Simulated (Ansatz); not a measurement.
A structure relaxed at PBE0-D4/def2-TZVP, charge 0, multiplicity 1:

```xyz
13

B    -0.112    0.837   -1.390
N    -0.264    0.298   -0.111
C    -1.473    0.534    0.676
Si    0.883   -0.750    0.699
S     2.760   -0.953   -0.262
H    -0.993    1.516   -1.839
H     0.881    0.613   -2.016
H    -2.169    1.147    0.103
H    -1.972   -0.408    0.930
H    -1.241    1.053    1.611
H     0.227   -2.071    0.878
H     1.195   -0.174    2.032
H     2.278   -1.642   -1.311
```

**Question.** Give its formula and SMILES.

**Answer.** CH8BNSSi, `BN(C)[SiH2]S`.

**Question.** Point group (tolerance 0.08 Å, 0.16 Å for H)?

**Answer.** C1.

**Question.** Summarise the bond lengths by kind.

**Answer.** 1 × B–N 1.396 Å; 2 × B–H 1.195 to 1.200 Å; 1 × C–N 1.461 Å; 1 × N–Si 1.752 Å; 3 × C–H 1.090 to 1.095 Å; 1 × S–Si 2.119 Å; 2 × H–Si 1.485 to 1.486 Å; 1 × H–S 1.344 Å.

Program: Ansatz 0.2.0.
